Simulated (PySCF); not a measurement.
A structure optimised at ωB97X-D3(BJ)/def2-SVP, used in a PySCF frequency run:

```xyz
11

F     -2.0408     0.0926     0.0000
C     -0.7452     0.3569     0.0000
S     -0.1928     1.9980     0.0000
C      1.4277     1.3682     0.0000
N      1.5275     0.0802     0.0000
C      0.2838    -0.5404     0.0000
Si     0.1635    -2.4142     0.0000
H      2.2815     2.0519     0.0000
H      0.8319    -2.9588    -1.2143
H     -1.2733    -2.8055     0.0000
H      0.8319    -2.9588     1.2143
```

Q: Write its SMILES, formula and point group.

A: Fc1scnc1[SiH3], C₃H₄FNSSi, Cs

Q: What are its rotational constants (standard atomic weights)?

A: 3.2210, 1.4359, 1.0049 GHz
